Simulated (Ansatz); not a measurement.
Z-matrix (Å, degrees):
```
C
C 1 1.508
F 1 1.386 2 110.3
H 1 1.095 2 111.2 3 -119.0
H 1 1.094 2 111.3 3 119.2
C 2 1.525 1 113.3 3 61.9
H 2 1.095 1 108.5 3 -61.0
H 2 1.096 1 107.5 3 -175.7
Si 6 1.876 2 113.6 1 -178.1
H 6 1.095 2 109.7 1 -56.6
H 6 1.096 2 110.2 1 60.1
H 9 1.490 6 110.3 2 -59.8
H 9 1.487 6 110.8 2 180.0
H 9 1.489 6 110.3 2 59.5
```

Charge 0, multiplicity 1.

(1) List the r2SCAN/def2-TZVPP orbital energies in eV (Ansatz). (Estimate.)

Answers

(1) The calculation gave: Occupied: -1790.73, -665.80, -275.05, -273.44, -273.00, -141.22, -96.08, -96.08, -96.06, -31.31, -20.82, -18.00, -15.60, -13.45, -12.85, -12.30, -11.72, -11.18, -9.78, -9.12, -8.90, -8.45, -8.38, -8.11, -7.57. Lowest empty: 0.36, 1.02, 1.20, 1.65, 1.68, 2.02, 2.19, 2.58.
